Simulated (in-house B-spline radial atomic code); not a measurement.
How numerical settings move a run on Tl2+, [Xe] 4f14 5d10 6s1. Computed with an all-electron radial atomic-structure program (B-spline basis): Dirac-Kohn-Sham LDA VWN5, spherical fractional occupations, Fermi nucleus of rms radius 5.4759 fm.

Command:
```bash
python run_scf.py task.json out
```
Settings of the sound reference run:
```
Z                81
electrons        79
configuration    [Xe] 4f14 5d10 6s1
hamiltonian      dirac
method           lda,vwn
spin_polarised   False
nucleus          fermi
rms_radius       5.4759
mass_number      205
atomic_mass      204.9744
speed_of_light   137.036
knot_spacing     0.22
spline_order     8
gauss_points     12
box_radius       22.22
max_iterations   70
damping          0.5
damped_steps     3
diis_vectors     10
tolerance        1e-08
start            Thomas-Fermi
```

Cost of the run: 2.2 s on 1 thread of Arm Neoverse N1, on a shared host.

It converges in 10 iterations to -20271.579062 hartree, with 6s1/2 at -25.8004 eV. The other runs change the listed settings, some to values that make no sense; their results aren't properties of the atom or ion. Radii are in bohr (the nuclear one in fm), a minus after a letter asks for a j subshell, and «unchanged» means within 1e-8 hartree. The run stops when the residual is below 10 × tolerance × max(1, Z/10), or a noise floor if that is larger, and the energy moves by less than 1e-8 × √|E| hartree; so very loose and very tight tolerances often act alike.

| changed settings | outcome |
| --- | --- |
| electrons = 80, configuration = [Xe] 4f14 5d10 6s1 7p-1, max_iterations = 75 | converged in 10 iterations to -20271.7936 hartree, a different physical problem (warning: 7p1/2 reaches the box edge) |
| tolerance = 1e-13 | converged in 10 iterations, energy unchanged |
| spline_order = 4 | converged in 10 iterations, energy +1.61e-02 hartree from the reference, 6s1/2 level +1.1e-03 eV |
| damped_steps = 30 | converged in 17 iterations, energy unchanged, 6s1/2 level +1.8e-06 eV |
| tolerance = 1e-06 | converged in 8 iterations, energy unchanged, 6s1/2 level -2.0e-04 eV |
| method = hf, speed_of_light = 40.50784 | stopped with error: Z/c is past the critical charge |
| electrons = 82, configuration = [Xe] 4f14 5d10 6s1 7s3, max_iterations = 100 | stopped with error: shell 7s holds at most 2 electrons |
| knot_spacing = 1, spline_order = 5, max_iterations = 60 | converged in 9 iterations, energy +7.90e+02 hartree from the reference, 6s1/2 level +7.0e+00 eV (the program warns: 4s1/2 reaches the box edge; 4p1/2 reaches the box edge) |
| box_radius = 1.33, first_knot = 1.23e-05, max_iterations = 100, damped_steps = 1 | converged in 8 iterations, energy +7.44e+01 hartree from the reference, 6s1/2 level +4.5e+02 eV (the program warns: 6s1/2 has a positive eigenvalue: unbound, held by the box; 5p1/2 has a positive eigenvalue: unbound, held by the box) |
| spline_order = 5, max_iterations = 60, diis_vectors = 20, start = bare nucleus | converged in 12 iterations, energy +5.81e-04 hartree from the reference, 6s1/2 level +4.8e-05 eV |
| damped_steps = 8 | converged in 13 iterations, energy unchanged, 6s1/2 level +1.3e-06 eV |
| box_radius = 6.67, max_iterations = 50, damping = 0.2, tolerance = 1e-10 | converged in 11 iterations, energy +2.22e-04 hartree from the reference, 6s1/2 level +1.2e-02 eV (the program warns: 6s1/2 reaches the box edge; 5d3/2 reaches the box edge) |
| spline_order = 7 | converged in 10 iterations, energy +7.40e-07 hartree from the reference |

What happens with spline_order = 3?

Converged in 9 iterations, energy +7.75e-01 hartree from the reference, 6s1/2 level +3.6e-02 eV.

What happens with damped_steps = 0?

Converged in 8 iterations, energy unchanged, 6s1/2 level -6.8e-06 eV.

What happens with damped_steps = 1?

Converged in 9 iterations, energy unchanged, 6s1/2 level +1.3e-06 eV.

What happens with spline_order = 6?

Converged in 10 iterations, energy +2.90e-05 hartree from the reference, 6s1/2 level +2.7e-06 eV.
